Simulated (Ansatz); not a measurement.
# Worked example: C2H6F2Si → SiF2 + C2H6

Gas-phase species: C2H6F2Si `CC[SiH](F)F`, singlet; SiF2 `F[Si]F`, singlet; C2H6 (ethane) `CC`, singlet. This is a balance of energies; it says nothing on the path, which may need atoms to shift.

Shapes, held fixed at every level: PBE0-D4/def2-TZVP. Flexible molecules stand in one conformer, not always the lowest. Programs: Ansatz 0.2.0. The zero-point and thermal change to 298 K, harmonic and unscaled (PBE0-D4/def2-TZVP), is 0.0 kJ/mol.

At CCSD(T)/CBS estimate; 1 Eh = 2625.50 kJ/mol:

| species | energy (Eh) |
| --- | --- |
| C2H6F2Si | -568.532629 |
| SiF2 | -488.756857 |
| C2H6 | -79.719537 |

**Question.** Work out ΔH(298 K) of the reaction at this level.

**Answer.** 
1. Products less reactants: (-488.756857) + (-79.719537) − [(-568.532629)] = 0.056235 Eh = +147.6 kJ/mol.
2. With the thermal change: +147.6 + (0.0) = +147.6 kJ/mol.

Other levels give +134.9 (B2PLYP/def2-TZVPP) to +168.2 kJ/mol (r2SCAN0-D4/def2-TZVPP). No measured value is set beside it here. The CBS estimate extrapolates MP2 from def2-TZVPP and def2-QZVPP and adds CCSD(T) − MP2 in the triple-zeta set, cores frozen.
